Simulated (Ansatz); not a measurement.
Calculated with Ansatz (gas phase, PBE0-D4/def2-TZVP geometries, no zero-point term in ΔE). CBS: MP2 limit from def2 TZ/QZ plus the TZ coupled-cluster correction, frozen cores. DFT in def2-TZVPP. For Ge outer-core shells are correlated without core-valence functions, which leaves a few kJ/mol of doubt a bond. Scalar relativity is left out up to krypton. One conformer a species, not always the lowest.

`C=[C](C)[GeH3]` → `C=C[CH2][GeH3]`  (isomerisation)

```json
{"level": "PBE0-D4", "ΔE (kJ/mol)": "-0.5", "difference from CCSD(T)/CBS": "-1.0"}
{"level": "BHLYP-D4", "ΔE (kJ/mol)": "0.0", "difference from CCSD(T)/CBS": "-0.5"}
{"level": "PBE0", "ΔE (kJ/mol)": "-1.1", "difference from CCSD(T)/CBS": "-1.6"}
{"level": "r2SCANh", "ΔE (kJ/mol)": "-0.5", "difference from CCSD(T)/CBS": "-1.0"}
{"level": "CAM-B3LYP", "ΔE (kJ/mol)": "-0.7", "difference from CCSD(T)/CBS": "-1.2"}
{"level": "LC-ωPBE", "ΔE (kJ/mol)": "-0.2", "difference from CCSD(T)/CBS": "-0.7"}
{"level": "RPA@PBE/def2-TZVPP", "ΔE (kJ/mol)": "1.8", "difference from CCSD(T)/CBS": "1.3"}
{"level": "SCS-MP2/def2-QZVPP", "ΔE (kJ/mol)": "1.1", "difference from CCSD(T)/CBS": "0.6"}
{"level": "HF/CBS(def2)", "ΔE (kJ/mol)": "-1.3", "difference from CCSD(T)/CBS": "-1.8"}
{"level": "CCSD/CBS(def2)", "ΔE (kJ/mol)": "-0.2", "difference from CCSD(T)/CBS": "-0.7"}
{"level": "CCSD(T)/CBS", "ΔE (kJ/mol)": "0.5", "difference from CCSD(T)/CBS": "0"}
```

What do rigid-rotor, harmonic-oscillator terms from PBE0-D4/def2-TZVP frequencies (298.15 K, 1 bar) make of the CCSD(T)/CBS value? (An estimate is asked.)

The calculation gave: ΔZPE = +0.5 kJ/mol, ΔH = +0.7 kJ/mol, ΔS = 1 J/(mol·K), ΔG = +0.2 kJ/mol.

Largest T1 diagnostic among the species: 0.011.

Leaving LDA and LC-ωPBE aside and taking each functional with its dispersion term where it has one, the values, not all of them listed here, spread over 1.2 kJ/mol, from r2SCAN0-D4 to ωB97X-V.

CCSD(T)/CBS has its own doubt, a few kJ/mol and more with outer-core shells, so smaller differences from it don't rank the levels.
